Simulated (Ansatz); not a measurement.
A structure relaxed at PBE0-D4/def2-TZVP in Ansatz, charge 0, singlet:

Cartesian coordinates in Å:
```
Ca 1.490 -0.761 0.446
Ca -1.435 0.633 0.734
O -0.351 -0.603 -0.646
O 0.296 0.730 -0.533
```

Give its formula and point group.

Ca₂O₂. Point group C2v (tolerance 0.1 Å).

Summarise the bond lengths by kind (pairs closer than 1.2 times the sum of covalent radii, bridged metal pairs left out).

4 × Ca–O 2.15 Å; 1 × O–O 1.49 Å.

The structure holds 1 bond(s) between oxygen atoms. The restricted singlet is unstable towards broken spin symmetry in Hartree–Fock (as tested in another run); at PBE0-D4/def2-TZVP this wasn't settled. Another isomer (singlet) lies 3.10 eV lower at PBE0-D4/def2-TZVP; other spin states weren't run for this one.
